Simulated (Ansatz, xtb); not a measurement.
Two structures of FGaH6NSi+

Structure X is a singlet given by its coordinates and structure Y is a singlet given by its coordinates. Both are isolated ions in the gas phase, relaxed with B3LYP/6-31G*.

X (Å):

```xyz
10

F    -1.1667    0.2730    1.4111
Ga   -0.3277    1.3707   -0.3800
N     1.1512    0.0041    0.3909
Si    0.1592   -0.6627    1.7532
H    -0.1629   -2.0739    1.5148
H     0.7214   -0.2609    3.0472
H     1.9973    0.5028    0.6792
H     1.4232   -0.6816   -0.3187
H    -1.0454    0.6215   -1.5270
H    -0.0134    2.7449    0.2563
```

Close contacts (Å): F1–Ga2 2.26, F1–Si4 1.66, Ga2–N3 2.16, Ga2–Si4 2.99, N3–Si4 1.81, Ga2–H9 1.55, Ga2–H10 1.55, N3–H7 1.02, N3–H8 1.02, Si4–H5 1.47, Si4–H6 1.47.

Y (Å):

```yaml
atoms:
  - { symbol: F, position_ang: [1.1025, 2.4910, 0.5042] }
  - { symbol: Ga, position_ang: [1.0671, -0.3900, -0.7081] }
  - { symbol: N, position_ang: [-0.2266, -0.2277, 0.9799] }
  - { symbol: Si, position_ang: [1.9158, 1.8998, -0.7730] }
  - { symbol: H, position_ang: [-0.1828, 0.7299, 1.3428] }
  - { symbol: H, position_ang: [-1.2041, -0.4331, 0.7513] }
  - { symbol: H, position_ang: [0.0321, -0.8640, 1.7401] }
  - { symbol: H, position_ang: [0.9114, -1.8765, -1.1590] }
  - { symbol: H, position_ang: [1.5006, 2.5750, -2.0197] }
  - { symbol: H, position_ang: [3.3724, 1.9254, -0.5274] }
```

Close contacts (Å): F1–Si4 1.63, Ga2–N3 2.13, Ga2–Si4 2.44, Ga2–H8 1.56, N3–H5 1.03, N3–H6 1.02, N3–H7 1.02, Si4–H9 1.48, Si4–H10 1.48.

Quicker runs give these differences E(Y) − E(X): GFN2-xTB +32.0 kJ/mol; HF/STO-3G +226.2 kJ/mol (at GFN2-xTB geometries); r2SCAN-D4/def2-SVP +59.5 kJ/mol (at GFN2-xTB geometries).

Task: Estimate E(Y) − E(X) at the level CCSD(T)/def2-SVP + ΔMP2/def2-TZVPP.

Result: Calculated at CCSD(T)/def2-SVP + ΔMP2/def2-TZVPP: E(Y) − E(X) = +39.0 kJ/mol, so structure X lies lower.

Level by level:

| level | geometry | E(Y) − E(X) (kJ/mol) | departure from the last row (kJ/mol) | job, with rough time for the two |
| --- | --- | --- | --- | --- |
| GFN2-xTB | GFN2-xTB | +32.0 | −7.0 | optimisation, 1.2 s |
| HF/STO-3G | GFN2-xTB | +226.2 | +187.2 | single point, 10 s |
| r2SCAN-D4/def2-SVP | GFN2-xTB | +59.5 | +20.4 | single point, 16 s |
| B3LYP/6-31G* | B3LYP/6-31G* | +26.9 | −12.1 | optimisation, 3.4 min |
| HF/def2-SVP | B3LYP/6-31G* | +43.8 | +4.8 | part of the CCSD(T) run |
| MP2/def2-SVP | B3LYP/6-31G* | +49.9 | +10.9 | part of the CCSD(T) run |
| CCSD(T)/def2-SVP | B3LYP/6-31G* | +44.3 | +5.2 | single point |
| CCSD(T)/def2-SVP + ΔMP2/def2-TZVPP | B3LYP/6-31G* | +39.0 |  | single point, 1.9 min |

None of the levels shown reverses the order. The largest departure from CCSD(T)/def2-SVP + ΔMP2/def2-TZVPP is that of HF/STO-3G, 187.2 kJ/mol. The last row adds to CCSD(T) the change of the MP2 difference between the two basis sets, here −5.2 kJ/mol.

With harmonic frequencies from B3LYP/6-31G* (ideal gas, rigid rotor, one conformer each, 298.15 K, 1 atm): the zero-point term adds +8.1 kJ/mol; ΔH is +49.7 and ΔG +42.3 kJ/mol.

The correlated steps freeze 16 core orbitals; the filled d shell of Ga is correlated, in a basis made for valence electrons. Run with Ansatz 0.2.0, xtb 6.7.1; the last row on 1 thread of Intel(R) Xeon(R) Processor @ 2.50GHz (Skylake/Cascade Lake) on a shared host.
